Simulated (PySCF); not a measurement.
Numbering as in the mapped SMILES `[CH3:1][CH2:2][O:3][C:4](=[O:5])[CH:6]([CH3:7])[CH3:8]`. Hydrogens are named by the atom that carries them.

One computed conformer, one averaged value for each set of equivalent atoms, gas phase, non-relativistic. PBE0-D3(BJ)/def2-SVP structure; GIAO PBE/pcSseg-1 shieldings; PySCF 2.14.

Predict the 2D correlation tables (HSQC, COSY, HMBC).

Answers



HSQC (one-bond C–H):
```csv
δH,δC
4.17 (H(C2)),62.4 (C2)
2.33 (H(C6)),37.5 (C6)
1.17 (H(C1)),15.9 (C1)
1.12 (H(C7)/H(C8)),21.3 (C7/C8)
```

COSY cross peaks (H two or three bonds apart, from the bond graph; peaks can be absent where the dihedral angle is near 90°):
```csv
δH,δH
4.17 (H(C2)),1.17 (H(C1))
2.33 (H(C6)),1.12 (H(C7)/H(C8))
```

HMBC (two and three bonds, from the bond graph):
```csv
δH,δC
4.17 (H(C2)),"178.1 (C4), 15.9 (C1)"
2.33 (H(C6)),"178.1 (C4), 21.3 (C7/C8)"
1.17 (H(C1)),62.4 (C2)
1.12 (H(C7)/H(C8)),"178.1 (C4), 37.5 (C6), 21.3 (C7/C8)"
```

References, each an isolated molecule treated in the same way: TMS for $^{1}$H and $^{13}$C.

Shifts are as computed. Against solution values, carbons near 30 ppm lie about +2 ppm off and those near 130 ppm about +2 ppm. Of 1211 compounds with measured shifts, 218 miss one by over three times the rms of a fit or turn the order of signals round; such compounds aren't used in these exercises.
